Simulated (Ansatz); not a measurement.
Consider the formal exchange of groups at the Se–C bond: `O/C=C(/Cl)[SeH]` + `N=C(F)Cl` → `N=C(Cl)[SeH]` + `O/C=C(/F)Cl`.

Program: Ansatz. Geometries: PBE0-D4/def2-TZVP. ΔE: electronic, gas phase. CCSD(T)/CBS adds triple-zeta CCSD(T) − MP2 to the extrapolated MP2 energy (def2 sets, frozen cores). Double bonds are as drawn, so ΔE can hold a change between cis and trans. Functionals use def2-TZVPP. B3LYP here is the variant with VWN-RPA as its local correlation; programs differ in this. HSE06 is defined as in plane-wave codes. For Se outer-core shells are correlated without core-valence functions, which leaves a few kJ/mol of doubt a bond. Scalar relativity is left out up to krypton. One conformer a species, not always the lowest.

`O/C=C(/Cl)[SeH]`:

Cartesian coordinates in Å:
```
O 1.573 0.157 -0.702
C 0.767 -0.117 0.348
C -0.555 -0.186 0.214
Cl -1.520 -0.572 1.589
Se -1.409 0.017 -1.467
H 2.473 0.278 -0.392
H 1.233 -0.307 1.310
H -2.562 0.730 -0.900
```

`N=C(F)Cl`:

Cartesian coordinates in Å:
```
N 0.852 0.577 0.176
C -0.019 -0.187 -0.259
F 0.155 -0.857 -1.376
Cl -1.568 -0.557 0.415
H 0.580 1.024 1.044
```

`N=C(Cl)[SeH]`:

Z-matrix (Å, degrees):
```
C
Cl 1 1.735
Se 1 1.918 2 114.9
N 1 1.247 2 119.3 3 180.0
H 3 1.465 1 95.7 2 -0.3
H 4 1.017 1 113.2 2 180.0
```

`O/C=C(/F)Cl`:

Cartesian coordinates in Å:
```
O 1.312 -0.268 -0.808
C 0.414 0.502 -0.167
C -0.696 0.074 0.418
F -1.538 0.894 1.035
Cl -1.170 -1.570 0.450
H 1.019 -1.187 -0.776
H 0.660 1.555 -0.152
```

Problem. Is it downhill or uphill in electronic energy at CCSD(T)/CBS, and by how much? (Best estimate.)

Solution. Ansatz gave: Uphill: ΔE = +0.23 eV.

Problem. What do these levels give: HSE06-D4, ωB97M-V, BLYP, r2SCAN, B3LYP, r2SCANh, r2SCAN0, HSE06, MP2/def2-SVP, MP2/def2-QZVPP, SCS-MP2/def2-QZVPP, CCSD/CBS(def2)? (Best estimate.)

Solution. Computed: HSE06-D4 0.22, ωB97M-V 0.25, BLYP 0.15, r2SCAN 0.20, B3LYP 0.19, r2SCANh 0.21, r2SCAN0 0.23, HSE06 0.21, MP2/def2-SVP 0.33, MP2/def2-QZVPP 0.28, SCS-MP2/def2-QZVPP 0.27, CCSD/CBS(def2) 0.25 eV.

Largest T1 diagnostic among the species: 0.013.

From r2SCAN to r2SCAN0 (25 % exact exchange), in def2-TZVPP and without D4, ΔE moves by +0.04 eV. Leaving LDA and LC-ωPBE aside and taking each functional with its dispersion term where it has one, the values, not all of them listed here, spread over 0.10 eV, from BLYP-D4 to PBE-QIDH.
